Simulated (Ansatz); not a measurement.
Consider the ligand exchange at the Al–O bond: `C[O][Al]([OH])[OH]` + H₂S → `C[O][Al]([OH])[SH]` + H₂O.

Isolated molecules relaxed with PBE0-D4/def2-TZVP in Ansatz; ΔE leaves out vibrations. CCSD(T)/CBS is the MP2 limit (def2-TZVPP, def2-QZVPP) plus CCSD(T) − MP2 in def2-TZVPP, frozen cores. This one scheme is used for every species. Functionals use def2-TZVPP. One conformer a species, not always the lowest.

| level | ΔE (eV) |
| --- | --- |
| r2SCAN-D4 | 0.26 |
| PBE0 | 0.21 |

**Question.** What does CCSD(T)/CBS give? (Estimate.)

**Answer.** The calculation gave: +0.25 eV. The listed levels differ from it by 0.01, -0.04 eV.

Largest T1 diagnostic among the species: 0.012.

At CCSD(T), def2-SVP lies +0.13 eV from the extrapolated value and def2-TZVPP +0.05 eV. In def2-TZVPP, CCSD(T) changes the Hartree–Fock value by −0.08 eV (the triples alone add −0.03 eV) and MP2 by −0.09 eV.
